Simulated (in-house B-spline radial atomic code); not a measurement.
Values are calculated unless marked as measured or tabulated.
Kr in an electron gas of r_s = 2: phase shifts, screening, friction and resistivity

A nucleus sits in a uniform electron gas with a rigid positive background. The Kohn-Sham equations are solved self-consistently in the spin-unpolarised LDA (PW92), non-relativistic, on B-splines with outgoing waves at the boundary and partial waves to l = 8. The model has no lattice, no bands and no magnetic solution. Atomic units; δ_l are the phase shifts at the Fermi level, counted so that each bound state adds π, and good to about 0.0005.

The density parameter is r_s = 2 bohr, near that of the valence electrons of Si (4 per atom, density 2.33 g/cm³, mass 28.09 u, which gives r_s = 2.01).

| l | δ_l (rad) |
| --- | --- |
| 0 | 10.9327 |
| 1 | 8.3966 |
| 2 | 3.9342 |
| 3 | 0.0849 |
| 4 | 0.0137 |
| 5 | 0.0029 |
| 6 | 0.0005 |
| 7 | 0.0002 |
| 8 | 0.0001 |

Bound levels below the band bottom (hartree): s -8.996, p -6.768, d -2.755, s -0.547, p -0.09501 and deeper ones.

Q: Check the Friedel sum rule, and say where the screening charge sits.

A: k_F = (9π/4)^(1/3)/r_s = 0.95958. The rule is Z = (2/π) Σ (2l + 1) δ_l. The terms are s 6.960, p 16.036, d 12.523, f 0.378 and 0.106 beyond, in all 36.004 against Z = 36. Bound states hold 8 s, 18 p, 10 d electrons, so the scattering states carry 0.00 in all; where a term is smaller than its bound count, the bound level has drawn weight out of the band.

Q: Find the transport cross section and the electronic stopping of a 5 keV Kr ion (mass 83.8 u).

A: σ_tr = (4π/k_F²) Σ (l + 1) sin²(δ_l − δ_(l+1)). The terms for l = 0 to 3 are 0.3240, 1.8776, 1.2679, 0.0202, all together 3.4903, so σ_tr = 13.647 × 3.4903 = 47.633 bohr². With n = 3/(4π r_s³) = 0.02984, the friction coefficient is Q = n k_F σ_tr = 1.3640. For v well below v_F = 0.960, dE/dx = Q v; with 24801 eV per u at v = 1, v = √(5000/(24801 × 83.8)) = 0.0490, so dE/dx = 0.06690 hartree/bohr = 34.4 eV/nm. The largest term couples the p and d waves.

Q: What residual resistivity would 1 atomic per cent of such centres give in a metal of this density?

A: Δρ = k_F n_i σ_tr/n in atomic units of 21.74 μΩ·cm. With one host atom per 4 electrons, n_i/n = 0.01/4, so Δρ = 0.9596 × 0.00250 × 47.633 × 21.74 = 2.48 μΩ·cm. This is an atom added to the gas, as on an interstitial site.

Q: On a substitutional site the background of one host ion, a sphere holding 4 charges, is taken out. The phase shifts for l = 0 to 4 become 10.5532, 8.0530, 3.1886, -0.0343, -0.0117. What follows?

A: The Friedel sum is now 32.01, for Z − 4 = 32. The sum in σ_tr is 2.3344, so σ_tr = 31.86 bohr² and Δρ = 1.66 μΩ·cm per atomic per cent, 0.67 times the value above. A real host ion scatters too, so this model doesn't give zero even for the host's own atom.
